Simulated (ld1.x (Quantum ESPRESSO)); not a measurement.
# neodymium (Nd): variants of one RRKJ potential

Base potential:

| Item | Value |
| --- | --- |
| Element | neodymium |
| Generator | ld1.x (Quantum ESPRESSO) 7.5 |
| Type | norm-conserving RRKJ (Kleinman–Bylander form) |
| Functional | PBE |
| Relativity | fully relativistic |
| Frozen core | [Kr] 4d10 |
| Valence charge | 14 |
| Reference configuration | 4f4 5s2 5p6 5d0 6s1 6p1 |
| Partial waves | 5p (bound): rc 2.15 bohr; 5d (bound, empty): rc 3.65 bohr; 4f (bound): rc 1.10 bohr; 5s (bound): rc 1.45 bohr |
| Local potential | the s channel |
| Core correction | a·sin(br)/r model core, default radius (core density twice the valence density) |

Open shells are filled in proportion to 2j + 1 (rel_dist='average').

Occupied shells without a wave of their own: 6p, 6s. They enter only through the test configuration that unscreens the potential, and ld1.x also counts them in the model core charge.

All-electron outer shells of the reference configuration (PBE, scalar-relativistic, ld1.x):

| shell | level (eV) | outermost node (bohr) | outermost maximum (bohr) |
| --- | --- | --- | --- |
| 4p | -227.14 | 0.32 | 0.59 |
| 4d | -117.85 | 0.29 | 0.62 |
| 5s | -41.70 | 0.72 | 1.32 |
| 5p | -23.31 | 0.77 | 1.50 |
| 6s | -4.16 | 1.77 | 3.74 |
| 4f | -2.93 | – | 0.67 |
| 5d | -2.83 | 0.88 | 2.18 |
| 6p | -1.78 | 2.12 | 4.98 |

Cutoffs, loose and tight: the cutoffs (Ry, on a coarse ladder) from which the occupation-weighted sum of valence levels, in a spherical-Bessel basis at the reference potential, stays within 10 and 1 mRy of its value at 400 Ry. They do not see the model core or the augmentation charge, which bear on the density cutoff. Test errors are all-electron minus pseudo excitation energies from the reference, over the configurations 4f4 5s2 5p6 5d0 6s2 6p0; 4f4 5s2 5p6 5d0 6s1 6p0; 4f4 5s2 5p6 5d0 6s0 6p0; 4f4 5s1 5p6 5d0 6s2 6p0; 4f2 5s2 5p6 5d0 6s0 6p0; 4f4 5s2 5p6 5d0 6s0 6p1; 4f3 5s2 5p6 5d0 6s2 6p0. A dash means not determined; rows that change the core or the reference have their own tests.

With those shells counted twice in exchange and correlation these files are broken, and their errors move erratically; no question is asked of them.

Cutoffs are not given where the Bessel-basis levels miss the radial ones by over 6 mRy, ghosts where they miss by over 20 mRy; a channel whose overlap is not positive is not tested.

| change | outcome | bound ghosts | largest test error (meV) |
| --- | --- | --- | --- |
| base | generated | not determined | -1667 |
| wave 4f (bound): rc 1.10 bohr becomes 4f (bound): rc 0.74 bohr | generated | not determined | -2216 |
| wave 4f (bound): rc 1.10 bohr becomes 4f (bound): rc 0.84 bohr | generated | not determined | -2133 |
| wave 4f (bound): rc 1.10 bohr becomes 4f (bound): rc 0.94 bohr | generated | not determined | -2020 |
| wave 4f (bound): rc 1.10 bohr becomes 4f (bound): rc 1.02 bohr | generated | not determined | -1848 |
| wave 4f (bound): rc 1.10 bohr becomes 4f (bound): rc 1.14 bohr | generated | not determined | -1596 |
| wave 4f (bound): rc 1.10 bohr becomes 4f (bound): rc 1.26 bohr | generated | not determined | -1242 |
| wave 4f (bound): rc 1.10 bohr becomes 4f (bound): rc 1.34 bohr | generated | not determined | -1021 |
| wave 4f (bound): rc 1.10 bohr becomes 4f (bound): rc 1.44 bohr | generated | not determined | -630 |
| wave 4f (bound): rc 1.10 bohr becomes 4f (bound): rc 1.54 bohr | generated | not determined | -600 |
| wave 4f (bound): rc 1.10 bohr becomes 4f (bound): rc 1.66 bohr | generated | not determined | -599 |
